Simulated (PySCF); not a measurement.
**Electron correlation in Tc (technetium, neutral)**

[Kr] 4d6 5s1, high-spin 6D determinant (an excited configuration). Calculation: PySCF 2.14, in aug-cc-pwCVDZ-PP with ECP28MDF; a scalar-relativistic core potential. Frozen: 4s2 4p6; 7 electrons correlated.

MP2 pair energies summed by pair of shells (mhartree):

```json
{"pair": "4d-4d", "energy": "-103.10", "share (%)": "80.5"}
{"pair": "4d-5s", "energy": "-25.01", "share (%)": "19.5"}
```

Total MP2 correlation energy: -128.11 mhartree.

Same-spin part -77.41 and opposite-spin part -50.70 mhartree; SCS-MP2 scales them by 1/3 and 6/5 to -86.65 mhartree.
